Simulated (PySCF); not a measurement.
# Dipole moment and polarisability of Te(iPr)2

Te(iPr)2, C6H14Te.
Geometry (PBE0-D3(BJ)/def2-SVP, Å), atoms numbered from 1 in this order:
```
atom  x, y, z in Å
Te1   -0.0088    0.0728   -1.5215
C2     1.5715   -0.4241   -0.0924
C3     1.7759    0.6749    0.9318
C4     2.8331   -0.7312   -0.8815
H5     1.2204   -1.3428    0.4027
H6     0.8654    0.8795    1.5145
H7     2.0862    1.6150    0.4496
H8     2.5650    0.3829    1.6474
H9     3.6451   -1.0272   -0.1957
H10    2.6831   -1.5540   -1.5970
H11    3.1809    0.1512   -1.4420
C12   -1.5864    0.4271   -0.0488
C13   -1.8029   -0.7753    0.8491
C14   -2.8441    0.8337   -0.7984
H15   -1.2260    1.2821    0.5442
H16   -0.8947   -1.0511    1.4055
H17   -2.1212   -1.6540    0.2670
H18   -2.5901   -0.5564    1.5922
H19   -3.6531    1.0609   -0.0838
H20   -2.6843    1.7288   -1.4187
H21   -3.2019    0.0233   -1.4539
```

Level: CAM-B3LYP/def2-SVPD (PySCF), static field, nuclei fixed, core orbitals frozen in the response. The polarisability tensor in these axes (au):

```
x   144.29  -5.64  -0.28
y    -5.64 100.91  -0.69
z    -0.28  -0.69 114.57
```

Question: Give the principal values, the mean and the anisotropy Δα = √{½[(α1 − α2)² + (α2 − α3)² + (α1 − α3)²]}.

Answer: Principal values 100.15, 114.61 and 145.01 au; mean 119.92 au = 17.77 Å³ = 19.77 × 10⁻⁴⁰ C²·m²/J; Δα = 39.66 au (33 % of the mean).

Question: What is the dipole moment, and where does it point?

Answer: (0.00, -0.08, 1.58) D, 1.59 D in size, pointing from the negative to the positive side. Measured along this direction, the outermost atoms are Te1, H10, H20, H21 and 1 more at the negative end and H8 and H18 at the positive end.

Question: What depolarisation ratio follows for Rayleigh scattering of linearly polarised light, taking the static tensor?

Answer: ρ = 3Δα²/(45ᾱ² + 4Δα²) = 4719.2/(647162 + 6292.3) = 0.00722.

Question: Estimate the molar refractivity from the static electronic polarisability.

Answer: Lorentz–Lorenz: R = (4π/3)N_A α = 2.5225 cm³/(mol·Å³) × 17.77 Å³ = 44.8 cm³/mol, in the limit of long wavelengths.

Question: How large is μ²/3kT at 250 K beside α?

Answer: In Gaussian units μ²/3kT = 24.32 Å³ against 17.77 Å³, a ratio of 1.37; the Debye molar polarisation (4π/3)N_A(α + μ²/3kT) is 106.2 cm³/mol, leaving out the vibrational part.

Question: Refractivity n − 1 of an ideal gas of it at 298.15 K and 1 atm, from the electronic α?

Answer: N = p/kT = 2.4615 × 10¹⁹ cm⁻³, so n − 1 = 2π × N × 17.77 × 10⁻²⁴ cm³ = 2748 × 10⁻⁶ at long wavelengths, for an ideal gas.

Geometry: PBE0-D3(BJ)/def2-SVP, one conformer, isolated molecule. Atoms past krypton carry effective core potentials; spin–orbit coupling is left out.
